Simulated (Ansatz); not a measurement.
Ansatz results at the PBE0-D4/def2-TZVP geometry: size of the dipole moment (B3LYP/def2-TZVPP) 2.62 D; size of the dipole moment (PBE/def2-TZVPP) 2.64 D; size of the dipole moment (ωB97M-V/def2-TZVPP) 2.64 D.

Each molecule was computed in one conformer, which needn't be the lowest.

(1) Which molecule gave them?
A. `N[B]Cl`•
B. `[SH][Al][Br]`•
C. `[NH][GeH2][Cl]`•
D. `F[Si](Cl)Br`•

Answers

(1) A. The others give `[NH][GeH2][Cl]`•: 0.56, 0.57, 0.55; `[SH][Al][Br]`•: 2.11, 1.92, 2.27; `F[Si](Cl)Br`•: 0.82, 0.68, 0.86.

B3LYP here is the variant with VWN-RPA as its local correlation; programs differ in this.
